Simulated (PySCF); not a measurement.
# [Pb(SH)3]+ relaxed at several levels

Computed with PySCF 2.14.0, def2-SVP on the ligands, density fitting, scalar-relativistic core potentials, no spin-orbit coupling, vacuum. Each row is relaxed at its own level from the same template. Distances are means of the shortest metal–ligand contacts, charges and spins Mulliken's; removal energies are rigid, with the ligand's formal charge and no counterpoise, so too large; for an anion taken off a cation in vacuum most of it is the attraction of opposite charges, and multiply charged cations can part far more cheaply with an electron moved from ligand to metal.

```tsv
level	basis on the metal	point group	M–SH (Å)	charge on M (e)	HOMO–LUMO gap (eV)	removal of one SH (eV)	strongest infrared band, degenerate modes summed (cm⁻¹)	unstable modes (below −25 cm⁻¹)
PBE0	def2-SVP with ECP60	C3h	2.444	0.73	3.95	15.96	2685	0
```

Problem. What does the calculation give for TPSS, def2-SVP with ECP60?

Solution. point group: C3h, M–SH (Å): 2.482, charge on M (e): 0.73, HOMO–LUMO gap (eV): 1.92, removal of one SH (eV): 15.77, unstable modes (below −25 cm⁻¹): not given.
```xyz
7

Pb    0.0000    0.0000    0.4676
S     2.4237    0.5336    0.4652
H     2.7843   -0.7805    0.4706
S    -1.6740    1.8321    0.4652
H    -0.7162    2.8015    0.4706
S    -0.7497   -2.3658    0.4652
H    -2.0681   -2.0210    0.4706
```

Moved off a saddle point of the template and relaxed again: PBE0, TPSS. One start shape was tried for each, so a minimum needn't be the lowest isomer.
